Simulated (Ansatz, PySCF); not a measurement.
Species: CH₄Si, net charge 1, doublet state. 
Geometry from a B3LYP-D3(BJ)/def2-TZVP (Ansatz, an electronic-structure program) optimisation:
```
Si
H 1 1.4654
H 1 1.4654 2 120.93
C 1 1.7952 2 119.53 3 -180.00
H 4 1.0858 1 121.96 2 180.00
H 4 1.0858 5 116.09 1 180.00
```
Charge +1, spin multiplicity 2.

Total electronic energies in hartree. Correlated levels leave the core frozen unless marked. Open shells are spin-unrestricted. Spin-orbit coupling is left out. Non-relativistic. CBS(X,Y): correlation extrapolated as X^-3; Hartree-Fock from the larger set. [CCSD(T)-MP2]/basis is that difference in the basis named.

```
level                                                                             program  energy (Eh)
-------------------------------------------------------------------------  --------------  -----------
HF/def2-TZVPPD                                                                     Ansatz   -328.82401
TPSS/def2-TZVPD                                                                     PySCF   -329.68275
PBE0/STO-3G                                                                        Ansatz   (withheld)
PBE0-D4/def2-TZVP                                                          Ansatz + dftd4   -329.47037
r2SCANh-D4/def2-TZVPD                                                      Ansatz + dftd4   (withheld)
B2GP-PLYP/def2-TZVPD                                                               Ansatz   -329.43044
B2PLYP-D3(BJ)/def2-TZVPD                                                   Ansatz + dftd3   (withheld)
SCS-MP2/def2-SVP                                                                   Ansatz   -328.87583
RI-MP2/CBS(aug-cc-pV(T+d)Z,aug-cc-pV(Q+d)Z)+[CCSD(T)-MP2]/aug-cc-pV(T+d)Z          Ansatz    -329.1445
```

**Question.** Some entries are withheld; supply them.

**Answer.** 
- PBE0/STO-3G, energy (Eh): -325.67946
- r2SCANh-D4/def2-TZVPD, energy (Eh): -329.58853
- B2PLYP-D3(BJ)/def2-TZVPD, energy (Eh): -329.48447
